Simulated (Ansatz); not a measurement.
Ge(vinyl)3(NEt2) (C10H19GeN). Charge 0, multiplicity 1. Geometry PBE0-D4/def2-SVP, basis def2-TZVP, Ansatz.

```xyz
31

Ge   -0.732    0.206    0.081
C    -1.806   -1.151    0.960
C    -2.548   -0.903    2.043
H    -1.803   -2.162    0.533
H    -2.578    0.093    2.502
H    -3.161   -1.676    2.521
C    -0.546    1.738    1.275
C    -1.220    2.880    1.108
H     0.156    1.658    2.116
H    -1.931    3.013    0.284
H    -1.097    3.736    1.782
C    -1.568    0.797   -1.567
C    -2.823    0.469   -1.892
H    -1.006    1.455   -2.243
H    -3.435   -0.176   -1.249
H    -3.299    0.827   -2.812
N     0.890   -0.567   -0.316
C     1.596   -1.280    0.728
C     1.912   -2.725    0.364
C     1.695   -0.069   -1.410
C     2.439    1.232   -1.124
H     0.981   -1.276    1.645
H     2.535   -0.758    1.008
H     0.985   -3.284    0.168
H     2.536   -2.786   -0.541
H     2.459   -3.229    1.177
H     2.421   -0.849   -1.706
H     1.050    0.067   -2.296
H     1.734    2.051   -0.907
H     3.104    1.131   -0.251
H     3.060    1.536   -1.982
```

```
run  HOMO (eV)  LUMO (eV)
  A      -4.68      -1.66
  B      -4.77      -1.19
  C      -4.55      -1.40
  D      -7.07       0.72
  E      -5.82      -0.39
```

Task: The runs used BHLYP, LDA (SPW92), PBE, PBE0, r2SCAN. Estimate which is which.

Result: A LDA (SPW92) (0 % exact exchange); B r2SCAN (0 % exact exchange); C PBE (0 % exact exchange); D BHLYP (50 % exact exchange); E PBE0 (25 % exact exchange). Exact exchange lowers occupied and raises empty levels; among semilocal functionals meta-GGAs tend to open the gap a little, and such runs are hard to tell apart. The gap grows from 3.03 eV (LDA (SPW92)) to 7.79 eV (BHLYP).
